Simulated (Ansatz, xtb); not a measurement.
# Relative energy of two isomers of C5H6BFO2

Structure I: `C=CC1=CO[B@@H-](F)[O+]=C1`, a singlet. Structure II: `CC#CB1OC[C@H](F)O1`, a singlet. Both are isolated molecules in the gas phase, relaxed with r2SCAN-D4/def2-SVP; the shapes shown needn't be the lowest conformers.

I (Å):

```xyz
15

C    -3.5143   -1.7972    0.2384
C    -2.5290   -1.0770    0.7982
C    -1.2283   -0.7730    0.2009
C    -0.3836    0.2011    0.7579
C    -0.6485   -1.5347   -0.8302
B     1.1351    0.1099   -1.1506
F     0.5294    0.9886   -2.0054
O     0.7510    0.5314    0.2746
O     0.4710   -1.2605   -1.3759
H    -3.4344   -2.2165   -0.7697
H    -4.4474   -1.9803    0.7764
H    -2.6916   -0.6498    1.7965
H    -0.6608    0.6960    1.7037
H     2.3347   -0.0101   -1.2274
H    -1.1219   -2.4715   -1.1643
```

II (Å):

| atom | x (Å) | y (Å) | z (Å) |
| --- | --- | --- | --- |
| C | -0.1215 | 3.0400 | -0.2113 |
| C | -0.5054 | 1.6945 | 0.1655 |
| C | -0.8262 | 0.5581 | 0.4812 |
| C | -1.7161 | -2.6586 | 2.1203 |
| C | -1.7930 | -3.0148 | 0.6297 |
| B | -1.2248 | -0.8508 | 0.8710 |
| F | -0.7240 | -3.8076 | 0.2806 |
| O | -1.1953 | -1.3340 | 2.1519 |
| O | -1.6853 | -1.7944 | -0.0361 |
| H | 0.8928 | 3.0487 | -0.6428 |
| H | -0.1239 | 3.7168 | 0.6582 |
| H | -0.8089 | 3.4512 | -0.9681 |
| H | -1.0448 | -3.3498 | 2.6522 |
| H | -2.7101 | -2.6755 | 2.5988 |
| H | -2.7087 | -3.5424 | 0.3143 |

Quicker runs give these differences E(II) − E(I): GFN2-xTB +13.1 kcal/mol; HF/STO-3G −24.4 kcal/mol (at GFN2-xTB geometries); r2SCAN-D4/def2-SVP//GFN2-xTB +20.2 kcal/mol.

Q: Estimate E(II) − E(I) at the level CCSD(T)/def2-SVP + ΔMP2/def2-TZVPP.

A: Calculated at CCSD(T)/def2-SVP + ΔMP2/def2-TZVPP: E(II) − E(I) = +12.4 kcal/mol, so structure I lies lower.

Level by level:

```json
{"level": "GFN2-xTB", "geometry": "GFN2-xTB", "E(II) − E(I) (kcal/mol)": "+13.1", "departure from the last row (kcal/mol)": "+0.7", "job, with rough time for the two": "optimisation, 0.24 s"}
{"level": "HF/STO-3G", "geometry": "GFN2-xTB", "E(II) − E(I) (kcal/mol)": "−24.4", "departure from the last row (kcal/mol)": "−36.9", "job, with rough time for the two": "single point, 0.44 s"}
{"level": "r2SCAN-D4/def2-SVP//GFN2-xTB", "geometry": "GFN2-xTB", "E(II) − E(I) (kcal/mol)": "+20.2", "departure from the last row (kcal/mol)": "+7.8", "job, with rough time for the two": "single point, 4.4 s"}
{"level": "r2SCAN-D4/def2-SVP", "geometry": "r2SCAN-D4/def2-SVP", "E(II) − E(I) (kcal/mol)": "+20.5", "departure from the last row (kcal/mol)": "+8.1", "job, with rough time for the two": "optimisation, 49 s"}
{"level": "HF/def2-SVP", "geometry": "r2SCAN-D4/def2-SVP", "E(II) − E(I) (kcal/mol)": "+9.3", "departure from the last row (kcal/mol)": "−3.1", "job, with rough time for the two": "part of the CCSD(T) run"}
{"level": "MP2/def2-SVP", "geometry": "r2SCAN-D4/def2-SVP", "E(II) − E(I) (kcal/mol)": "+14.0", "departure from the last row (kcal/mol)": "+1.5", "job, with rough time for the two": "part of the CCSD(T) run"}
{"level": "CCSD(T)/def2-SVP", "geometry": "r2SCAN-D4/def2-SVP", "E(II) − E(I) (kcal/mol)": "+15.6", "departure from the last row (kcal/mol)": "+3.2", "job, with rough time for the two": "single point"}
{"level": "CCSD(T)/def2-SVP + ΔMP2/def2-TZVPP", "geometry": "r2SCAN-D4/def2-SVP", "E(II) − E(I) (kcal/mol)": "+12.4", "departure from the last row (kcal/mol)": "", "job, with rough time for the two": "single point, 2.7 min"}
```

As drawn, II has 1 C≡C, 1 C–B, 1 C–O, 1 C–F, 1 C–H in place of 2 C=C, 1 B–F, 1 C=O, 1 B–H. Structure I has a 6-membered ring, II a 5-membered ring.

HF/STO-3G puts the two in the other order. The largest departure from CCSD(T)/def2-SVP + ΔMP2/def2-TZVPP is that of HF/STO-3G, 36.9 kcal/mol. A small imaginary or near-zero mode remains, so no thermal terms are given. The last row adds to CCSD(T) the change of the MP2 difference between the two basis sets, here −3.2 kcal/mol, a large step that makes the value less sure.

The correlated steps freeze 9 core orbitals. Programs: Ansatz 0.2.0, xtb 6.7.1; the last row on 4 threads of Arm Neoverse V1 on a shared host.
